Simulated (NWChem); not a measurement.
System: BeH2SeO; SMILES [Be]([OH])[SeH]

The following NWChem deck was run.

```
start job
memory heap 200 mb stack 900 mb global 1100 mb
geometry units angstroms noautosym nocenter noautoz
  Be    -0.027732    -1.227033    -0.044760
  O     -0.063652    -2.629946    -0.128004
  H     -0.096996    -3.429305     0.389971
  Se     0.065318     0.802402     0.047175
  H     -1.404508     0.888870     0.005241
end
basis spherical
  * library def2-svpd
end
dft
  xc pbe0
  iterations 150
end
property
  response 1 0.0
end
task dft property
```

Output (shortened):

```
             Northwest Computational Chemistry Package (NWChem) 7.3.0
             --------------------------------------------------------

                             Geometry "geometry" -> ""
                             -------------------------

 Output coordinates in angstroms (scale by  1.889725989 to convert to a.u.)

  No.       Tag          Charge          X              Y              Z
 ---- ---------------- ---------- -------------- -------------- --------------
    1 Be                   4.0000    -0.02773200    -1.22703300    -0.04476000
    2 O                    8.0000    -0.06365200    -2.62994600    -0.12800400
    3 H                    1.0000    -0.09699600    -3.42930500     0.38997100
    4 Se                  34.0000     0.06531800     0.80240200     0.04717500
    5 H                    1.0000    -1.40450800     0.88887000     0.00524100

 Effective nuclear repulsion energy (a.u.)     113.1977641373

                              NWChem Property Module
                              ----------------------

                                 NWChem DFT Module
                                 -----------------

 Summary of "ao basis" -> "ao basis" (spherical)
 ------------------------------------------------------------------------------
       Tag                 Description            Shells   Functions and Types
 ---------------- ------------------------------  ------  ---------------------
 Be                        def2-svpd                 6       12   3s3p
 O                         def2-svpd                 9       23   4s3p2d
 H                         def2-svpd                 4        8   2s2p
 Se                        def2-svpd                15       41   6s5p4d

            General Information
            -------------------
          SCF calculation type: DFT
          Wavefunction type:  closed shell.
          No. of atoms     :     5
          No. of electrons :    48
           Alpha electrons :    24
            Beta electrons :    24
          Charge           :     0
          Spin multiplicity:     1
          Use of symmetry is: off; symmetry adaption is: off
          Maximum number of iterations: 150
          AO basis - number of functions:    92
                     number of shells:    38
          Convergence on energy requested:  1.00D-06
          Convergence on density requested:  1.00D-05
          Convergence on gradient requested:  5.00D-04

              XC Information
              --------------
                         PBE0 Method XC Functional
                     Hartree-Fock (Exact) Exchange  0.250
          PerdewBurkeErnzerhof Exchange Functional  0.750
            Perdew 1991 LDA Correlation Functional  1.000 local
           PerdewBurkeErnz. Correlation Functional  1.000 non-local

             Grid Information
             ----------------
          Grid used for XC integration:  medium
          Radial quadrature: Mura-Knowles
          Angular quadrature: Lebedev.
          Tag              B.-S. Rad. Rad. Pts. Rad. Cut. Ang. Pts.
          ---              ---------- --------- --------- ---------
          Be                  1.05       49          12.0       434
          O                   0.60       49          13.0       434
          H                   0.35       45          14.0       434
          Se                  1.15      112          12.0       590
          Grid pruning is: on
          Number of quadrature shells:   300
          Spatial weights used:  Erf1

      Superposition of Atomic Density Guess
      -------------------------------------

 Sum of atomic energies:       -2489.76042778

      Non-variational initial energy
      ------------------------------

 Total energy =   -2490.488293
 1-e energy   =   -3690.247185
 2-e energy   =    1086.561128
 HOMO         =      -0.314440
 LUMO         =      -0.022913

   convergence    iter        energy       DeltaE   RMS-Dens  Diis-err
 ---------------- ----- ----------------- --------- --------- ---------
 d= 0,ls=0.0,diis     1  -2491.9914555064 -2.61D+03  1.71D-02  7.21D-01
 d= 0,ls=0.0,diis     2  -2491.8953081191  9.61D-02  8.10D-03  1.82D+00
 d= 0,ls=0.0,diis     3  -2492.0763080000 -1.81D-01  1.27D-03  2.33D-02
 d= 0,ls=0.0,diis     4  -2492.0783606218 -2.05D-03  5.69D-04  2.53D-03
 d= 0,ls=0.0,diis     5  -2492.0786465643 -2.86D-04  1.63D-04  1.41D-04
  Resetting Diis
 d= 0,ls=0.0,diis     6  -2492.0786662204 -1.97D-05  2.51D-05  2.75D-06
 d= 0,ls=0.0,diis     7  -2492.0786665528 -3.32D-07  1.43D-05  4.88D-07
 d= 0,ls=0.0,diis     8  -2492.0786665659 -1.31D-08  6.52D-06  4.02D-07

         Total DFT energy =    -2492.078666565905
      One electron energy =    -3693.623520922932
           Coulomb energy =     1187.369161889013
    Exchange-Corr. energy =      -99.022071669278
 Nuclear repulsion energy =      113.197764137293

 Numeric. integr. density =       47.999983123919

                       DFT Final Molecular Orbital Analysis
                       ------------------------------------

 Vector   22  Occ=2.000000D+00  E=-3.581580D-01
              MO Center= -9.7D-02, -2.4D+00, -9.8D-02, r^2= 1.3D+00
   Bfn.  Coefficient  Atom+Function         Bfn.  Coefficient  Atom+Function
  ----- ------------  ---------------      ----- ------------  ---------------
    17      0.588163  2 O  px                20      0.418162  2 O  px
     4     -0.147258  1 Be px                23      0.086450  2 O  px
    59     -0.076570  4 Se px                85      0.070952  5 H  s
    57      0.060232  4 Se py                 5      0.055037  1 Be py
    60      0.054837  4 Se py                56     -0.053167  4 Se px

 Vector   23  Occ=2.000000D+00  E=-3.272670D-01
              MO Center=  5.2D-02,  6.4D-01,  3.5D-02, r^2= 2.0D+00
   Bfn.  Coefficient  Atom+Function         Bfn.  Coefficient  Atom+Function
  ----- ------------  ---------------      ----- ------------  ---------------
    57      0.421787  4 Se py                60      0.395687  4 Se py
     5      0.279277  1 Be py                54     -0.273052  4 Se py
    47      0.242441  4 Se s                 48      0.161849  4 Se s
    46     -0.153794  4 Se s                  2     -0.152416  1 Be s
     3      0.144338  1 Be s                 56      0.136942  4 Se px

 Vector   24  Occ=2.000000D+00  E=-2.611645D-01
              MO Center=  1.7D-02,  6.1D-01,  3.3D-02, r^2= 2.2D+00
   Bfn.  Coefficient  Atom+Function         Bfn.  Coefficient  Atom+Function
  ----- ------------  ---------------      ----- ------------  ---------------
    61      0.551737  4 Se pz                58      0.485754  4 Se pz
    55     -0.308645  4 Se pz                16      0.179231  2 O  s
     6     -0.133051  1 Be pz                52      0.100171  4 Se pz
    37     -0.099121  3 H  s                 19     -0.083611  2 O  pz
    64      0.070521  4 Se pz                22     -0.069522  2 O  pz

 Vector   25  Occ=0.000000D+00  E=-1.883168D-02
              MO Center= -8.1D-02, -9.7D-01,  1.9D-01, r^2= 9.0D+00
   Bfn.  Coefficient  Atom+Function         Bfn.  Coefficient  Atom+Function
  ----- ------------  ---------------      ----- ------------  ---------------
    16      1.898022  2 O  s                  3     -1.470858  1 Be s
    49     -0.823354  4 Se s                  8      0.758711  1 Be py
     2     -0.631990  1 Be s                 37     -0.395772  3 H  s
    24      0.356101  2 O  py                11      0.294634  1 Be py
    48      0.292395  4 Se s                 47      0.286701  4 Se s

 Vector   26  Occ=0.000000D+00  E=-2.986325D-03
              MO Center= -4.1D-01, -9.7D-01,  8.7D-02, r^2= 7.2D+00
   Bfn.  Coefficient  Atom+Function         Bfn.  Coefficient  Atom+Function
  ----- ------------  ---------------      ----- ------------  ---------------
    11      0.838496  1 Be py                49     -0.786608  4 Se s
     4     -0.356925  1 Be px                86      0.329495  5 H  s
     3      0.325585  1 Be s                 10      0.324759  1 Be px
     7      0.295962  1 Be px                85      0.247694  5 H  s
    60     -0.192094  4 Se py                 8     -0.189880  1 Be py

 Vector   27  Occ=0.000000D+00  E= 1.411651D-02
              MO Center= -2.0D-01, -1.2D+00,  1.7D-01, r^2= 1.4D+01
   Bfn.  Coefficient  Atom+Function         Bfn.  Coefficient  Atom+Function
  ----- ------------  ---------------      ----- ------------  ---------------
     3      2.226217  1 Be s                 11      1.563502  1 Be py
    49     -1.497686  4 Se s                 16     -1.089174  2 O  s
     8     -0.723643  1 Be py                63      0.592652  4 Se py
    24     -0.526510  2 O  py                10     -0.495106  1 Be px
     2      0.231690  1 Be s                  4      0.217569  1 Be px

     Multipole analysis of the density
     ---------------------------------

     L   x y z        total         alpha         beta         nuclear
     -   - - -        -----         -----         ----         -------
     0   0 0 0     -0.000000    -24.000000    -24.000000     48.000000

     1   1 0 0     -0.218253     -0.202823     -0.202823      0.187393
     1   0 1 0     -0.585066      0.847413      0.847413     -2.279892
     1   0 0 1      0.319221     -0.592586     -0.592586      1.504392

     2   2 0 0    -20.890845    -14.306812    -14.306812      7.722779
     2   1 1 0     -0.562044     -4.461865     -4.461865      8.361685
     2   1 0 1     -0.006818     -0.235040     -0.235040      0.463263
     2   0 2 0    -19.962668   -181.028985   -181.028985    342.095303
     2   0 1 1     -2.564545     -6.401712     -6.401712     10.238879
     2   0 0 2    -23.765590    -12.537844    -12.537844      1.310099

 *** CALLING NEW AORESP DRIVER FOR CLOSED AND OPEN SHELLS ***
 Entering AOResponse driver routine

--------------------------------------------------------------------------------

          -----------------------------------------------
          Solving response equations for perturbing field
          -----------------------------------------------

 number of frequencies:     1
 frequency in a.u.:  0.0000000E+00
 Perturbing field: electric
 Using El. Dipole Length Gauge

 Setting up CPKS with frequency omega =      0.00000000 a.u.

 STATIC response

                                NWChem CPHF Module
                                ------------------

  scftype          =     RHF
  nclosed          =       24
  nopen            =        0
  variables        =     1632
  # of vectors     =        3
  tolerance        = 0.10D-03
  level shift      = 0.00D+00
  max iterations   =       50
  max subspace     =       30

 SCF residual:    9.1865328546052901E-005

Iterative solution of linear equations
  No. of variables     1632
  No. of equations        3
  Maximum subspace       30
        Iterations       50
       Convergence  1.0D-04

   iter   nsub   residual    time
   ----  ------  --------  ---------
     1      3    3.24D+00      10.8
     2      6    1.35D+00      14.7
     3      9    7.37D-01      18.6
     4     12    7.48D-02      22.4
     5     15    1.17D-02      26.3
     6     18    1.59D-03      30.2
     7     21    3.42D-04      34.1
     8     24    2.29D-05      38.0

 Electric Dipole Response Matrix (nonzero elements):

              1        2        3
    1   42.0719   0.0799  -0.0483
    2    0.0799  59.4633   0.3370
    3   -0.0483   0.3370  43.6752

 ------------------------------------------
 average:        48.40349 + I       0.00000

 DFT Linear Response polarizability / au
 Frequency  =       0.0000000 / au
              X              Y              Z
 -----------------------------------------------
 X      42.0719404      0.0798539     -0.0483235
 Y       0.0798543     59.4633019      0.3370380
 Z      -0.0483231      0.3370343     43.6752136
 -----------------------------------------------
 Eigenvalues =      42.0700181     59.4708506     43.6695874
 Isotropic   =      48.4034853
 Anisotropic =      16.6587441
 -----------------------------------------------

 Magnetic Dipole Response Matrix (nonzero elements):

 Exiting AOResponse driver routine
```

Level: PBE0/def2-SVPD. Geometry: optimised at PBE0/def2-SVP.
